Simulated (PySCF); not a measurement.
InBr2, SMILES [Br][In][Br], multiplicity 2.

Coordinates come from a PBE0-D3(BJ)/def2-SVP optimisation. The multiplicity is an assumed one; other spin states were not compared. The isomer is the one that the SMILES or the coordinates give; other isomers of the formula were not compared. The def2 effective core potentials stand for the cores of In; spin–orbit coupling is left out.

The numbers are results of PySCF with IEF-PCM-PBE0/def2-SVP, not measurements.

The values are the electrostatic part of the solvation free energy, E(continuum) − E(gas) at the gas-phase geometry, in a cavity of scaled van der Waals radii (PySCF's table); cavitation and dispersion terms are not included. A continuum can't describe solvent molecules that bind to the metal. The dipole moment in vacuum is 2.34 D.

Computed values in water (ε = 78.36), n-hexane (ε = 1.88), acetonitrile (ε = 35.69):
```csv
solvent,ε,ΔG(elec) (kcal/mol),dipole (D)
water,78.36,-7.0,3.68
n-hexane,1.88,-2.4,2.78
acetonitrile,35.69,-6.8,3.64
```
